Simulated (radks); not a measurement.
Values are calculated unless marked as measured or tabulated.
Q: The mean radii <r> (bohr) of the occupied orbitals of an atom or ion are listed with their occupations. Level of theory: scalar-relativistic Kohn-Sham, PBE, spin-polarised, spherical densities, finite nucleus; Fermi nuclear charge, rms radius of each element as measured or else 0.836 A^(1/3) + 0.57 fm (a radial shooting solver on a logarithmic mesh with Libxc functionals).

| orbital | occ. | <r> |
|---|---|---|
| 1s up | 1 | 0.02001 |
| 1s down | 1 | 0.02001 |
| 2s up | 1 | 0.08488 |
| 2s down | 1 | 0.08488 |
| 2p up | 3 | 0.07541 |
| 2p down | 3 | 0.07541 |
| 3s up | 1 | 0.2210 |
| 3s down | 1 | 0.2209 |
| 3p up | 3 | 0.2203 |
| 3p down | 3 | 0.2202 |
| 3d up | 5 | 0.1998 |
| 3d down | 5 | 0.1997 |
| 4s up | 1 | 0.4957 |
| 4s down | 1 | 0.4959 |
| 4p up | 3 | 0.5249 |
| 4p down | 3 | 0.5254 |
| 4d up | 5 | 0.5633 |
| 4d down | 4 | 0.5646 |
| 5s up | 1 | 1.151 |
| 5s down | 1 | 1.159 |
| 5p up | 3 | 1.308 |
| 5p down | 3 | 1.318 |
| 4f up | 7 | 0.6734 |
| 4f down | 4 | 0.6839 |

Name the element and its charge. Open shells, if any, are filled with parallel spins first.

A: Z = 69, thulium, charge +5: Tm5+ in [Kr] 4d9 4f11 5s2 5p6. The 1s radius gives Z: for a bare nucleus <r> = (2 gamma + 1)/(2Z) with gamma = sqrt(1 - (Z/c)^2), 0.01977 bohr for Z = 69, and screening makes it slightly larger (0.02001 here). The occupations add up to 64, and the charge is Z minus that.
